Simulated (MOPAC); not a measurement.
MOPAC input (MNDO):

```
MNDO PRECISE GNORM=0.05 LET XYZ CHARGE=1 GEO-OK AUX(PRECISION=9) THREADS=1
CH4N

C    -0.63163360 1    0.23047242 1    0.02745480 1
N     0.56164908 1   -0.20493625 1   -0.02441283 1
H    -1.46106849 1   -0.46734349 1   -0.01134229 1
H    -0.81208885 1    1.29678017 1    0.11014810 1
H     1.36386217 1    0.42161568 1    0.00949276 1
H     0.76755320 1   -1.19933311 1   -0.10213757 1
```

Output:

```
 *******************************************************************************
 **                                                                           **
 **                              MOPAC v23.2.5                                **
 **                                                                           **
 *******************************************************************************
 ** MOPAC's Digital Object Identifier: https://doi.org/10.5281/zenodo.6511958 **
 **                                                                           **
 ** Please cite the open-source release paper for use of this MOPAC version:  **
 ** J. E. Moussa and J. J. P. Stewart (2026)                                  **
 ** MOPAC: An open-source semiempirical molecular orbital program             **
 ** J. Open Source Softw., 11(119), 8025, https://doi.org/10.21105/joss.08025 **
 *******************************************************************************

                              MNDO CALCULATION RESULTS

 *******************************************************************************
 *  MNDO       - The MNDO Hamiltonian to be used
 *  GEO-OK     - OVERRIDE INTERATOMIC DISTANCE AND OTHER SAFETY CHECKS
 *
 *
 *
 *                 CHARGE ON SYSTEM = +1
 *
 *
 *
 *  LET        - OVERRIDE SOME SAFETY CHECKS
 *  PRECISE    - TIGHTER CRITERIA TO BE USED
 *  XYZ        - CARTESIAN COORDINATE SYSTEM TO BE USED
 *  GNORM      - EXIT WHEN GRADIENT NORM DROPS BELOW 0.050
 *  AUX        - OUTPUT AUXILIARY INFORMATION
 *******************************************************************************
MNDO PRECISE GNORM=0.05 LET XYZ CHARGE=1 GEO-OK AUX(PRECISION=9) THREADS=1
 CH4N

   ATOM   CHEMICAL          X               Y               Z
  NUMBER   SYMBOL      (ANGSTROMS)     (ANGSTROMS)     (ANGSTROMS)

     1       C         -0.63163360  *   0.23047242  *   0.02745480  *
     2       N          0.56164908  *  -0.20493625  *  -0.02441283  *
     3       H         -1.46106849  *  -0.46734349  *  -0.01134229  *
     4       H         -0.81208885  *   1.29678017  *   0.11014810  *
     5       H          1.36386217  *   0.42161568  *   0.00949276  *
     6       H          0.76755320  *  -1.19933311  *  -0.10213757  *

          CARTESIAN COORDINATES

    NO.       ATOM           X           Y           Z

     1         C         -0.6316      0.2305      0.0275
     2         N          0.5616     -0.2049     -0.0244
     3         H         -1.4611     -0.4673     -0.0113
     4         H         -0.8121      1.2968      0.1101
     5         H          1.3639      0.4216      0.0095
     6         H          0.7676     -1.1993     -0.1021

  H: (MNDO): M.J.S. DEWAR, W. THIEL, J. AM. CHEM. SOC., 99, 4899, (1977)
  C: (MNDO): M.J.S. DEWAR, W. THIEL, J. AM. CHEM. SOC., 99, 4899, (1977)
  N: (MNDO): M.J.S. DEWAR, W. THIEL, J. AM. CHEM. SOC., 99, 4899, (1977)

           Empirical Formula: C H4 N  =     6 atoms

      MOLECULAR POINT GROUP   :   C2v

      RHF CALCULATION, NO. OF DOUBLY OCCUPIED LEVELS = 6

          Geometry optimization using EF

          DIAGONAL MATRIX USED AS START HESSIAN

 CYCLE:     1  GRAD.:   105.812 HEAT:  189.0452
 CYCLE:     2  GRAD.:   416.515 HEAT:  227.0955
 CYCLE:     3  GRAD.:   109.368 HEAT:  192.8488
 CYCLE:     4  GRAD.:   447.426 HEAT:  211.7046
 CYCLE:     5  GRAD.:    81.775 HEAT:  188.1649
 CYCLE:     6  GRAD.:   282.209 HEAT:  210.9006
 CYCLE:     7  GRAD.:    16.984 HEAT:  186.9261
 CYCLE:     8  GRAD.:    13.379 HEAT:  186.8019
 CYCLE:     9  GRAD.:     1.052 HEAT:  186.7625
 CYCLE:    10  GRAD.:     0.141 HEAT:  186.7622
 CYCLE:    11  GRAD.:     0.160 HEAT:  186.7622
 CYCLE:    12  GRAD.:     0.801 HEAT:  186.7624
 CYCLE:    13  GRAD.:     0.057 HEAT:  186.7622
 CYCLE:    14  GRAD.:     0.389 HEAT:  186.7623
 CYCLE:    15  GRAD.:     0.001 HEAT:  186.7622

     GRADIENT =  0.00149 IS LESS THAN CUTOFF =  0.05000

 -------------------------------------------------------------------------------
 MNDO PRECISE GNORM=0.05 LET XYZ CHARGE=1 GEO-OK AUX(PRECISION=9) THREADS=1
 CH4N

     GEOMETRY OPTIMISED USING EIGENVECTOR FOLLOWING (EF).
     SCF FIELD WAS ACHIEVED

                              MNDO CALCULATION
                                                       MOPAC v23.2.5 Linux

          FINAL HEAT OF FORMATION =        186.76222 KCAL/MOL =     781.41312 KJ/MOL

          COSMO AREA              =         67.87 SQUARE ANGSTROMS
          COSMO VOLUME            =         48.97 CUBIC ANGSTROMS

          GRADIENT NORM           =          0.00149          =       0.00061 PER ATOM
          IONIZATION POTENTIAL    =         20.172649 EV
          HOMO LUMO ENERGIES (EV) =        -20.173 -6.714
          NO. OF FILLED LEVELS    =          6
          MOLECULAR WEIGHT        =         30.0493         POINT GROUP:  C2v

          MOLECULAR DIMENSIONS (Angstroms)

            Atom       Atom       Distance
            H     6    H     4     3.01644
            H     5    H     3     2.88233
            N     2    H     6     0.00000

          SCF CALCULATIONS        =         16

   ATOM   CHEMICAL          X               Y               Z
  NUMBER   SYMBOL      (ANGSTROMS)     (ANGSTROMS)     (ANGSTROMS)

     1       C         -0.64687976  *   0.23603574  *   0.02811751  *
     2       N          0.58252277  *  -0.21255299  *  -0.02532015  *
     3       H         -1.50509950  *  -0.45061380  *  -0.00937878  *
     4       H         -0.85655066  *   1.31233981  *   0.11203104  *
     5       H          1.39018133  *   0.39556182  *   0.00711802  *
     6       H          0.80454368  *  -1.19637947  *  -0.10251464  *

                             CARTESIAN COORDINATES

   1    C       -0.646879756     0.236035736     0.028117510
   2    N        0.582522772    -0.212552993    -0.025320152
   3    H       -1.505099501    -0.450613802    -0.009378780
   4    H       -0.856550659     1.312339808     0.112031040
   5    H        1.390181333     0.395561823     0.007118020
   6    H        0.804543678    -1.196379467    -0.102514643

           Empirical Formula: C H4 N  =     6 atoms

      MOLECULAR POINT GROUP   :   C2v

                  EIGENVALUES
 -45.28038 -32.63757 -26.23413 -24.77311 -20.75430 -20.17265  -6.71431  -4.30856
  -3.16946  -2.31896  -1.01400  -0.73435

              NET ATOMIC CHARGES AND DIPOLE CONTRIBUTIONS

  ATOM NO.   TYPE          CHARGE      No. of ELECS.   s-Pop       p-Pop
    1          C           0.340373        3.6596     1.28185     2.37778
    2          N          -0.137844        5.1378     1.44948     3.68837
    3          H           0.139560        0.8604     0.86044
    4          H           0.139561        0.8604     0.86044
    5          H           0.259175        0.7408     0.74083
    6          H           0.259175        0.7408     0.74083
 DIPOLE           X         Y         Z       TOTAL
 POINT-CHG.    -0.330     0.120     0.014     0.351
 HYBRID         0.321    -0.117    -0.014     0.342
 SUM           -0.009     0.003     0.000     0.009

          ATOMIC ORBITAL ELECTRON POPULATIONS

     Atom    s        px        py        pz
    1  C   1.28185   0.83019   0.98899   0.55860
    2  N   1.44948   1.09297   1.15344   1.44196
    3  H   0.86044
    4  H   0.86044
    5  H   0.74083
    6  H   0.74083

 **********************
 *                    *
 * JOB ENDED NORMALLY *
 *                    *
 **********************

 == MOPAC DONE ==
```

The dipole moment of an ion depends on the origin.

The geometry given is a B3LYP-D3(BJ)/def2-TZVP minimum.
